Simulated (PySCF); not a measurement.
These compounds are isomers of formula C5H12FPSi.

A. `CP1CC[SiH](F)CC1`
B. `[SiH3]P1CCC(F)CC1`
C. `InChI=1S/C5H12FPSi/c1-8(2,3)5-7-4-6/h4H,5H2,1-3H3`
D. `InChI=1S/C5H12FPSi/c1-4(2)5(6)7-3-8/h4H,3H2,1-2,8H3`

Spectrum 1. 1H NMR (400 MHz, computed): δ 3.96 (m, 3H), 3.23 (m, 1H), 1.27 (d, 6H), 1.22 (m, 2H). 13C{1H} NMR (computed): δ 244.0 (C), 37.8 (CH), 22.4 (CH3), 5.0 (CH2).

Spectrum 2. 1H NMR (400 MHz, computed): δ 5.18 (m, 1H), 1.95 (m, 2H), 1.49 (m, 2H), 1.24 (m, 2H), 1.02 (m, 2H), 0.96 (m, 3H). 13C{1H} NMR (computed): δ 31.2 (CH2), 17.3 (CH3), 14.1 (CH2).

Spectrum 3. 1H NMR (400 MHz, computed): δ 9.31 (m, 1H), 1.19 (m, 2H), 0.11 (s, 9H). 13C{1H} NMR (computed): δ 223.2 (CH), 14.0 (CH2), -1.4 (CH3).

Spectrum 4. 1H NMR (400 MHz, computed): δ 4.34 (m, 1H), 3.99 (m, 3H), 2.38 (m, 2H), 1.92 (m, 2H), 1.84 (m, 2H), 1.79 (m, 2H). 13C{1H} NMR (computed): δ 96.2 (CH), 35.4 (CH2), 21.5 (CH2).

[PySCF 2.14: geometry: GFN2-xTB; σ from GIAO-PBE0/pcSseg-1; a single conformation; gas phase; non-relativistic Hamiltonian; averaged over atoms made equivalent by symmetry, fast rotation or ring inversion]

δ = σ(ref) − σ, references computed at the same level: 1H (31.72 ppm) and 13C (186.93 ppm) against TMS. Splittings of carbon signals by F and P are missing where no couplings were computed. Where no couplings were computed, multiplicities follow the n + 1 count of equivalent neighbours, and m marks all less simple cases (inequivalent or close neighbours, rings, F or P nearby). Shifts are as computed. Against solution values, carbons near 30 ppm lie about +3 ppm off and those near 130 ppm about +5 ppm. Of 1211 compounds with measured shifts, 218 miss one by over three times the rms of a fit or turn the order of signals round; such compounds aren't used in these exercises.

Problem. Which spectrum belongs to which compound?

Solution. 1–D, 2–A, 3–C, 4–B.

- Spectrum 1 (D): 4 13C signals; δC 37.8 is an sp3 CH; δC 22.4 is a methyl carbon.
- Spectrum 2 (A): 3 13C signals; δC 31.2 is an sp3 CH2 bonded to P; δC 17.3 is a methyl carbon bonded to P.
- Spectrum 3 (C): 3 13C signals; δC -1.4 is a methyl carbon bonded to Si; δH 0.11 is the hydrogen on a methyl carbon bonded to Si.
- Spectrum 4 (B): 3 13C signals; δC 96.2 is an sp3 CH bonded to F; δC 35.4 is an sp3 CH2 in a ring.
